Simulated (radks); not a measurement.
Question: Ionisation of neutral rhenium, [Xe] 4f14 5d5 6s2, to [Xe] 4f14 5d5 6s1 as the strength of local exchange is varied. Method: scalar-relativistic Kohn-Sham, Slater X-alpha exchange (alpha = 2/3 is LDA exchange), no correlation, spin-polarised, spherical densities, finite nucleus; open shells are filled with parallel spins first (spin-orbit coupling, left out, can overturn this in heavy ions); Fermi nuclear charge, rms radius 5.3698 fm; computed with a radial shooting solver on a logarithmic mesh with Libxc functionals.

| alpha | E(Re) (hartree) | exchange (hartree) | IE (eV) | -e of the level emptied (eV) | <r> of it (bohr) |
|---|---|---|---|---|---|
| 0.582 | -16632.3136 | -272.6096 | 6.076 | 3.458 (6s) | 3.450 |
| 0.613 | -16646.9144 | -287.4041 | 6.184 | 3.581 (6s) | 3.435 |
| 0.667 | -16672.3813 | -313.2408 | 6.380 | 3.803 (6s) | 3.408 |
| 0.816 | -16742.8700 | -384.9630 | 6.965 | 4.471 (6s) | 3.327 |
| 0.935 | -16799.3965 | -442.6986 | 7.475 | 5.057 (6s) | 3.259 |
| 0.995 | -16827.9747 | -471.9615 | 7.745 | 5.370 (6s) | 3.225 |
| x | -16737.6552 | -379.6464 | 6.919 | 4.419 (6s) | 3.333 |

Which alpha was used in the last row?

Answer: alpha = 0.805. NIST Atomic Spectra Database: 7.834 eV (measured). The central value is not met in this range of alpha. Open shells are spherical and high-spin; term and fine-structure splittings are not resolved. Spin-orbit splitting is averaged out at the scalar-relativistic level.
